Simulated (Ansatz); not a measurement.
The multiplicity is imposed and other spin states were not computed.

Calculation: PBE-D3(BJ)/def2-SVP (Ansatz, an electronic-structure program). No frequencies were computed at this level.

Ansatz 0.2 input:
```yaml
crystal:
  periodic: [false, false, false]
  atoms:
    - { symbol: Zn, position_ang: [-0.090123, 0.005501, 0.173484] }
    - { symbol: C, position_ang: [0.921754, -0.056258, -1.774354] }
    - { symbol: H, position_ang: [1.045642, 0.956398, -2.141875] }
    - { symbol: H, position_ang: [0.318046, -0.629043, -2.469584] }
    - { symbol: H, position_ang: [1.891813, -0.52605, -1.655298] }
basis:
  gaussian: { orbitals: def2-svp }
hamiltonian:
  xc: pbe
  dispersion: d3bj
relax:
  max_steps: 150
magnetization:
  spin_polarized: true
  initial_magnetization: 1
```

Output:

```
Functional definition: PBE
690 factors; their error is unknown
mean field evaluation 1: about -49476.2765 eV, gradient 4.7e1 eV
mean field evaluation 2: about -49436.0309 eV, gradient 8.1e1 eV
mean field evaluation 4: about -49487.2783 eV, gradient 4.1e0 eV
mean field evaluation 8: about -49487.3557 eV, gradient 1.1e-1 eV
mean field evaluation 16: about -49487.3558 eV, gradient 5.7e-6 eV
mean field -49487.35576700 eV, -1818.6267807026 hartree, gradient 5.7e-6 eV, S^2 0.753717; 0 other end points of the search recorded, 0 dependent functions left out
reference -49487.35580812 eV, -1818.6267822140 hartree; 20, 19 occupied and 40, 41 virtual orbitals, 690 factors
relax step   1: F+E_penalty+E_count = -49487.42488917 eV  Δ(F+E_penalty+E_count) = +0.000e0 eV  max|allowed force component| = 1.102e0 eV/Å  Δτ_max = 0.0000 Å  (30 SCF iters, accepted)
these checks for a lower state are left out or cut short: starts, cluster_reference, orbital_swaps, neighbouring_geometries, increment
690 factors; their error is unknown
mean field -49487.46385901 eV, -1818.6307530108 hartree, gradient 1.3e-5 eV, S^2 0.753080; 0 other end points of the search recorded, 0 dependent functions left out
reference -49487.46390146 eV, -1818.6307545709 hartree; 20, 19 occupied and 40, 41 virtual orbitals, 690 factors
relax step   2: F+E_penalty+E_count = -49487.52960903 eV  Δ(F+E_penalty+E_count) = -1.047e-1 eV  max|allowed force component| = 6.072e-1 eV/Å  Δτ_max = 0.1001 Å  (31 SCF iters, accepted)
these checks for a lower state are left out or cut short: starts, cluster_reference, orbital_swaps, neighbouring_geometries, increment
690 factors; their error is unknown
mean field evaluation 32: about -49487.4823 eV, gradient 1.5e-5 eV
mean field -49487.48234346 eV, -1818.6314323017 hartree, gradient 1.5e-5 eV, S^2 0.752648; 0 other end points of the search recorded, 0 dependent functions left out
reference -49487.48238656 eV, -1818.6314338857 hartree; 20, 19 occupied and 40, 41 virtual orbitals, 690 factors
relax step   3: F+E_penalty+E_count = -49487.54654982 eV  Δ(F+E_penalty+E_count) = -1.694e-2 eV  max|allowed force component| = 1.265e-1 eV/Å  Δτ_max = 0.0438 Å  (31 SCF iters, accepted)
these checks for a lower state are left out or cut short: starts, cluster_reference, orbital_swaps, neighbouring_geometries, increment
690 factors; their error is unknown
mean field -49487.48363004 eV, -1818.6314795828 hartree, gradient 6.5e-6 eV, S^2 0.752615; 0 other end points of the search recorded, 0 dependent functions left out
reference -49487.48367308 eV, -1818.6314811645 hartree; 20, 19 occupied and 40, 41 virtual orbitals, 690 factors
relax step   4: F+E_penalty+E_count = -49487.54784033 eV  Δ(F+E_penalty+E_count) = -1.291e-3 eV  max|allowed force component| = 2.593e-2 eV/Å  Δτ_max = 0.0075 Å  (30 SCF iters, accepted)
these checks for a lower state are left out or cut short: starts, cluster_reference, orbital_swaps, neighbouring_geometries, increment
690 factors; their error is unknown
mean field -49487.48370453 eV, -1818.6314823202 hartree, gradient 1.6e-5 eV, S^2 0.752608; 0 other end points of the search recorded, 0 dependent functions left out
reference -49487.48374755 eV, -1818.6314839010 hartree; 20, 19 occupied and 40, 41 virtual orbitals, 690 factors
relax step   5: F+E_penalty+E_count = -49487.54792356 eV  Δ(F+E_penalty+E_count) = -8.322e-5 eV  max|allowed force component| = 1.003e-4 eV/Å  Δτ_max = 0.0024 Å  (23 SCF iters, accepted)
690 factors; their error is unknown
mean field evaluation 64: about -49487.4837 eV, gradient 6.5e-4 eV
mean field -49487.48370453 eV, -1818.6314823202 hartree, gradient 1.6e-5 eV, S^2 0.752608; 1 other end points of the search recorded, 0 dependent functions left out
reference -49487.48374755 eV, -1818.6314839010 hartree; 20, 19 occupied and 40, 41 virtual orbitals, 690 factors
Total energy: -49487.54796657 eV, -1818.6338439067 hartree
Atom 0 at    -0.027823     0.001701     0.053557 Å, force     0.000052    -0.000005    -0.000100 eV/Å
Atom 1 at     0.905391    -0.055262    -1.742855 Å, force    -0.000022     0.000010     0.000042 eV/Å
Atom 2 at     1.029369     0.982118    -2.113678 Å, force    -0.000007    -0.000080     0.000023 eV/Å
Atom 3 at     0.284141    -0.641750    -2.449337 Å, force     0.000047     0.000041     0.000048 eV/Å
Atom 4 at     1.896053    -0.536260    -1.615314 Å, force    -0.000071     0.000033    -0.000013 eV/Å
Dipole moment:    -0.017134     0.001047     0.032982 e Å
```

Cost: very roughly 6 core-seconds.
